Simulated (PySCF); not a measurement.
# ³³S chemical shifts

- geometry from GFN2-xTB
- GIAO PBE0/pcSseg-1 shieldings
- code: PySCF 2.14
- isolated molecule, single conformer, one averaged value for each set of equivalent atoms, no relativistic terms

Shieldings were converted by a linear fit to measured shifts: ³³S: δ = 158.28 − 0.937σ (rms 33.3 ppm, 20 shifts vs sulfate, solution or neat liquid). Occasional misses reach two or three times the rms, and more in compound classes unlike the fitted ones.

Problem. Give the ³³S shifts of `[SiH3]C=C=S`, `C(=C\[Si@H]1OCCS1)/C1CC1`.

Solution. 
```tsv
compound	environment	δ (ppm)
[SiH3]C=C=S	thione sulfur	-146
C(=C\[Si@H]1OCCS1)/C1CC1	sulfur bonded to C, Si, in a 5-membered ring	-456
```

Problem. Order these by ³³S shift, lowest first.
A. CC1=CC=C(F)[P@@H]1=S
B. O=[S@]1C[C@@H](C#CCF)C1
C. [SiH3]C=C=S
D. C=C(C)/C=C/[Si@H]1OCCS1

Solution. A (-624 ppm, sulfur bonded to P), D (-451 ppm, sulfur bonded to C, Si, in a 5-membered ring), C (-146 ppm, thione sulfur), B (-10 ppm, sulfoxide sulfur).
